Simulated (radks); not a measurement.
Task: Lu20+, 51 electrons, occupied as [Kr] 4d10 4f5. All-electron calculation, scalar-relativistic Kohn-Sham, LB94 model potential, spin-polarised, spherical densities, finite nucleus; open shells are filled with parallel spins first (spin-orbit coupling, left out, can overturn this in heavy ions); Fermi nuclear charge, rms radius 5.37 fm. Program: a radial shooting solver on a logarithmic mesh with Libxc functionals. Some entries of the table are withheld. Estimate them.

orbital,occ.,eigenvalue (eV),<r^2> (bohr^2)
1s down,1,-64014.03,0.0005107
1s up,1,-64014.03,0.0005107
2s down,1,-11382.42,0.007894
2s up,1,-11382.29,0.007894
2p down,3,-10088.82,0.006469
2p up,3,-10088.71,0.006469
3s up,1,-3027.887,0.05141
3s down,1,-3027.839,0.05134
3p up,3,-2639.049,0.05188
3p down,3,-2638.883,0.05180
3d up,5,-2170.761,0.04308
3d down,5,-2170.720,0.04300
4s up,1,-1028.668,0.2435
4s down,1,-1022.779,0.2440
4p up,3,-896.9597,(1)
4p down,3,-891.3085,(2)
4d up,5,-725.4243,0.2957
4d down,5,-720.0215,0.2971
4f up,5,-534.9096,0.3079
4f down,0,-529.9747,0.3101

Result: 
(1) 4p up <r^2> (bohr^2): 0.2697
(2) 4p down <r^2> (bohr^2): 0.2705
